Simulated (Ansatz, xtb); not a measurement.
**C3H7BBrF: which of two conformers lies lower**

We compare X, `CCCB(F)Br`, a singlet, with Y, `CCCB(F)Br`, a singlet. Both are isolated molecules in the gas phase, relaxed with PBE-D3(BJ)/def2-SVP.

X (Å):

```csv
atom,x (Å),y (Å),z (Å)
C,1.4223,2.6480,-1.3689
C,1.0964,2.0836,0.0145
C,1.5058,3.0204,1.1605
B,1.2066,2.5160,2.6132
Br,1.6630,3.5805,4.1671
F,0.6287,1.3410,2.8514
H,1.1173,1.9537,-2.1776
H,2.5108,2.8359,-1.4815
H,0.9030,3.6138,-1.5429
H,0.0080,1.8696,0.0847
H,1.5978,1.1004,0.1455
H,2.5941,3.2592,1.1093
H,1.0223,4.0193,1.0495
```

Y (Å):

```yaml
atoms:
  - { symbol: C, position_ang: [0.6026, 1.8728, 1.2135] }
  - { symbol: C, position_ang: [0.6201, 0.9574, -0.0199] }
  - { symbol: C, position_ang: [1.5405, 1.4696, -1.1290] }
  - { symbol: B, position_ang: [-0.0422, 3.2942, 1.0729] }
  - { symbol: Br, position_ang: [-1.4520, 3.6898, -0.1973] }
  - { symbol: F, position_ang: [0.3171, 4.2950, 1.8753] }
  - { symbol: H, position_ang: [0.0198, 1.3932, 2.0381] }
  - { symbol: H, position_ang: [1.6257, 1.9990, 1.6339] }
  - { symbol: H, position_ang: [0.9360, -0.0634, 0.2838] }
  - { symbol: H, position_ang: [-0.4144, 0.8551, -0.4121] }
  - { symbol: H, position_ang: [1.5417, 0.7901, -2.0047] }
  - { symbol: H, position_ang: [2.5886, 1.5613, -0.7741] }
  - { symbol: H, position_ang: [1.2200, 2.4706, -1.4864] }
```

Task: Estimate E(Y) − E(X) at the level CCSD(T)/def2-SVP + ΔMP2/def2-TZVPP.

Result: Too close to call at this level: CCSD(T)/def2-SVP + ΔMP2/def2-TZVPP gives E(Y) − E(X) = −0.32 kcal/mol.

How the difference moves with the method:

```csv
level,geometry,E(Y) − E(X) (kcal/mol),departure from the last row (kcal/mol),"job, with rough time for the two"
PBE-D3(BJ)/def2-SVP,PBE-D3(BJ)/def2-SVP,−0.66,−0.35,"optimisation, 2.5 min"
HF/def2-SVP,PBE-D3(BJ)/def2-SVP,+0.81,+1.13,part of the CCSD(T) run
MP2/def2-SVP,PBE-D3(BJ)/def2-SVP,−0.51,−0.20,part of the CCSD(T) run
CCSD(T)/def2-SVP,PBE-D3(BJ)/def2-SVP,−0.30,+0.02,single point
CCSD(T)/def2-SVP + ΔMP2/def2-TZVPP,PBE-D3(BJ)/def2-SVP,−0.32,,"single point, 5 min"
```

The largest departure from CCSD(T)/def2-SVP + ΔMP2/def2-TZVPP is that of HF/def2-SVP, 1.13 kcal/mol. Levels run at GFN2-xTB geometries aren't shown. The last row adds to CCSD(T) the change of the MP2 difference between the two basis sets, here −0.02 kcal/mol.

With harmonic frequencies from PBE-D3(BJ)/def2-SVP (ideal gas, rigid rotor, one conformer each, 298.15 K, 1 atm): on the last row, ΔE + ΔZPE = −0.13 kcal/mol. A mode under 50 cm⁻¹ makes harmonic enthalpies and free energies unreliable, so none is given.

The correlated steps freeze 14 core orbitals; the filled d shell of Br is correlated, in a basis made for valence electrons. Run with Ansatz 0.2.0; the last row on 2 threads of AMD EPYC (Zen 3) on a shared host.
